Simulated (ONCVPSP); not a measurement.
# Before and after: ONCV potential for cobalt (Co)

```
Element                 : Co
Generator               : ONCVPSP 4.0.1
Type                    : optimised norm-conserving Vanderbilt (ONCV)
Functional              : PBEsol
Relativity              : scalar-relativistic
Frozen core             : [Ne]
Valence charge          : 17
Reference configuration : 3s2 3p6 3d7 4s1.5 (charge +0.5)
Partial waves           : 3s+4s: rc 1.45 bohr, ncon 4, nbas 7, qcut 8 1/bohr, 3 projectors, debl 3.7 Ha; 3p: rc 1.15 bohr, ncon 3, nbas 7, qcut 12.3 1/bohr, 3 projectors, debl 0.5 Ha; 3d: rc 1.15 bohr, ncon 4, nbas 8, qcut 12.1 1/bohr, local
Local potential         : the d channel
Core correction         : Teter function, fcfact 2, rcfact 1.3
```

In the p channel the program set the typed energies aside and used -2.563, 0.250, 0.750 Ha.

Change: core correction Teter function, fcfact 7.5, rcfact 1.3.

Cutoffs: the cutoffs (Ha) at which the residual kinetic energy of the hardest occupied pseudo-wave falls to 1 and 0.1 mHa per electron; they do not see the model core or the augmentation charge, which bear on the density cutoff. Errors are all-electron minus pseudo energies relative to the spin-unpolarised reference configuration.

Question: Predict the effect on cutoff, ghosts and configuration errors.

Answer: The potential gets neither clearly harder nor softer (64 Ha and 72 Ha → 64 Ha and 72 Ha); the errors of the 4 common tests hardly move; neither file shows a bound ghost. A model core, the more so a compact one, raises the density cutoff, which this test does not measure.

| quantity | base | changed |
| --- | --- | --- |
| cutoff, loose | 64 Ha | 64 Ha |
| cutoff, tight | 72 Ha | 72 Ha |
| bound ghosts | none | none |
| GHOST(+) flags under 300 eV | none | none |
| error for 3s2 3p6 3d7 4s2, meV [ΔE -3.61 eV] | +0.6 | +0.6 |
| error for 3s2 3p6 3d7 4s1, meV [ΔE 5.43 eV] | -0.4 | -0.4 |
| error for 3s2 3p6 3d7 4s0, meV [ΔE 22.13 eV] | -0.6 | -0.8 |
| error for 3s2 3p6 3d5 4s0, meV [ΔE 113.28 eV] | -55 | -54 |
| s: phases at 1.47 bohr within 0.05 rad from the reference energy up to (Ha; the scan ends near 5) | to the end of the scan | to the end of the scan |
| p: phases at 1.16 bohr within 0.05 rad from the reference energy up to (Ha; the scan ends near 5) | to the end of the scan | to the end of the scan |
| d: phases at 1.16 bohr within 0.05 rad from the reference energy up to (Ha; the scan ends near 5) | 2.0 | 2.0 |
| rms error of d²Exc/dni dnj with the model core, mHa | 1.12 | 1.57 |
